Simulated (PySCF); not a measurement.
Start geometry of `[Cl][Hf]([Cl])([Cl])[Cl]` from GFN2-xTB (Å):
```
atom  x, y, z in Å
Hf1    0.0615   -0.0758    0.0114
Cl2   -0.0075   -0.0294    2.2361
Cl3    2.0530    0.0015   -0.7816
Cl4   -0.9663    1.8422   -0.7414
Cl5   -1.0658   -1.8489   -0.7866
```

Task: What comes out of this run: PBE0-D3(BJ)/def2-SVP geometry optimisation, gas phase, def2 core potentials past Kr in PySCF?

Result: 
```
atom  x, y, z in Å
Hf1    0.007   -0.015    0.008
Cl2   -0.096   -0.087    2.336
Cl3    2.225   -0.031   -0.676
Cl4   -1.022    1.899   -0.823
Cl5   -1.039   -1.876   -0.907
```

The energy falls by 13.4 kcal/mol over 8 energy and gradient evaluations, the largest force component goes from 0.0838 to 4.4e-04 Eh/bohr, and the atoms move by 0.106 Å rms after alignment. The bond that changes most is Hf1–Cl3 (ends: hafnium bonded to 4 Cl; chlorine bonded to Hf), which lengthens by 0.177 Å. Bonds longer at the end by more than 0.005 Å: 4 of 4; shorter: 0. Among the angles that change most is Cl2–Hf1–Cl4, from 107.2° to 111.3°. The orientation of the end geometry is arbitrary; only internal coordinates are fixed.

The run used 104 basis functions and 53 SCF cycles in all. Hardware: Arm Neoverse V2, one thread, no GPU, shared host with 96 logical CPUs at a one-minute load of 83.

No frequency check.
